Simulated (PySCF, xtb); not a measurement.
boron oxyfluoride (BFO), SMILES O=BF.

Harmonic wavenumbers (cm⁻¹) from GFN2-xTB run with xtb at its own minimum, in rising order: 420, 420, 1013, 2228.

Q: What does PBE-D3(BJ)/def2-TZVP in PySCF give at its own minimum? (Estimate from the structure and the level; the computed values follow.)

A: 491, 491, 991, 2067. Paired by order, the mean absolute difference is 81 cm⁻¹ and the zero-point energies are 5.8 and 5.8 kcal/mol.
